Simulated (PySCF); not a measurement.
C3H8NSSi (doublet state).
Geometry (GFN2-xTB, Å), atoms numbered from 1 in this order:
```xyz
14
C3H8NSSi angstrom
C     -1.7379   -0.8375    0.0734
C     -1.0013    0.4935    0.1461
Si     0.6400    0.4555   -0.8128
S      1.6356    2.3797   -0.6699
C      1.7493   -0.6148    0.2081
N      2.5092   -1.5612    0.0862
H     -2.6781   -0.7929    0.6202
H     -1.9571   -1.0988   -0.9591
H     -1.1319   -1.6338    0.5001
H     -0.8249    0.7442    1.1947
H     -1.6440    1.2783   -0.2568
H      0.4033    0.3142   -2.2504
H      0.9677    2.8243    0.3824
H      3.0694   -1.9513    0.8357
```

The hyperfine couplings belong to this conformer and change with its torsions.

As a line formula: `[H]/N=[C]/[Si@H](S)CC` [radical].

Method: PySCF 2.14.0, UKS B3LYP, pcH-1 on C H N S Si, non-relativistic, mean-field spin-orbit, GIAO. The structure is a single GFN2-xTB conformer in the gas phase; no vibrational or solvent corrections. A GFN2-xTB geometry isn't a minimum of the functional, and hyperfine couplings can be far from their values at a DFT geometry. No stability test was run, so a lower SCF solution isn't excluded.

Computed for the main isotopes (class means, splittings of 0.05 mT or more): g = 2.0011; H14 1H +173.3 MHz (6.19 mT); H12 1H +85.1 MHz (3.04 mT); N6 14N +32.9 MHz (1.18 mT); H13 1H +2.3 MHz (0.08 mT); 24 first-order lines, 11.66 mT wide.

**Question.** What changes when 1H at H12 is replaced by 2H?

**Answer.** Only the nuclear moment changes in this model. The ratio of g factors is 0.85744/5.58569 = 0.1535, so a goes from +85.1 to +13.1 MHz (0.467 mT). The spin goes from 1/2 to 1, so the 1:1 doublet becomes a 1:1:1 triplet. The spectrum then has 36 first-order lines over 9.56 mT.

**Question.** What changes when 14N at N6 is replaced by 15N?

**Answer.** At a fixed geometry a is proportional to g_N: -0.56638/0.40376 = -1.4028, so a goes from +32.9 to -46.2 MHz (1.649 mT). The spin goes from 1 to 1/2, so the 1:1:1 triplet becomes a 1:1 doublet. The spectrum then has 16 first-order lines over 10.96 mT.

**Question.** Where do the 29Si satellites of Si3 appear, and how strong are they?

**Answer.** a = -139.8 MHz, or 4.99 mT in magnitude, and I = 1/2, so to first order each main line has two satellites, at ±2.50 mT. The isotope's abundance is about 4.7 %, shared among 2 lines, so each has 2.5 % of the main line's intensity.

**Question.** Give position and intensity of the satellites from 13C at C5.

**Answer.** a = +122.5 MHz, or 4.37 mT in magnitude, and I = 1/2, so to first order each main line has two satellites, at ±2.19 mT. The isotope's abundance is about 1.07 %, shared among 2 lines, so each has 0.54 % of the main line's intensity.
